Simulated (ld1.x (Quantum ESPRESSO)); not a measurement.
Al (Z = 13): one change to an RRKJ potential, before and after

Al (Z = 13), norm-conserving RRKJ (Kleinman–Bylander form), made with ld1.x (Quantum ESPRESSO) 7.5 (PBE, fully relativistic). Core [Ne], reference 3s1 3p0 (charge +2). Waves: 3p (bound, empty): rc 1.85 bohr; 3d channel at 0.4 Ry: rc 2.00 bohr; 3s (bound): rc 2.10 bohr. Local part: the s channel. Core correction: Bessel-smoothed model core inside 1.85 bohr. rho0 = 0.01.

Open shells are filled in proportion to 2j + 1 (rel_dist='average').

Change: all radii but the core radius scaled by about 1.16 (s 2.44, p 2.16, d 2.32 bohr).

Cutoffs: the cutoffs (Ry, on a coarse ladder) from which the occupation-weighted sum of valence levels, in a spherical-Bessel basis at the reference potential, stays within 10 and 1 mRy of its value at 400 Ry; they do not see the model core or the augmentation charge, which bear on the density cutoff. Errors are all-electron minus pseudo energies relative to the spin-unpolarised reference configuration.

Predict the effect on cutoff, ghosts and configuration errors.

The potential gets softer (10 Ry and 25 Ry → 8 Ry and 21 Ry); of the 7 tests that both files solve, the error grows in 4 and shrinks in 0 by more than 15 % and 0.3 meV (median size 47.9 → 62.4 meV); neither file shows a bound ghost. A larger radius leaves more room for a smooth pseudo-wave, so fewer plane waves are needed. More of the atom is replaced by a form fitted at one configuration, so other configurations suffer.

| quantity | base | changed |
| --- | --- | --- |
| cutoff, loose | 10 Ry | 8 Ry |
| cutoff, tight | 25 Ry | 21 Ry |
| bound ghosts | none | none |
| error for 3s2 3p1, meV [ΔE -24.99 eV] | +75 | +84 |
| error for 3s2 3p0, meV [ΔE -19.23 eV] | +46 | +41 |
| error for 3s2 3p0.5, meV [ΔE -22.90 eV] | +63 | +66 |
| error for 3s2 3p1.3, meV [ΔE -25.56 eV] | +79 | +91 |
| error for 3s1 3p1, meV [ΔE -13.42 eV] | +22 | +29 |
| error for 3s1 3p2, meV [ΔE -19.85 eV] | +48 | +62 |
| error for 3s0 3p3, meV [ΔE -14.54 eV] | +24 | +30 |
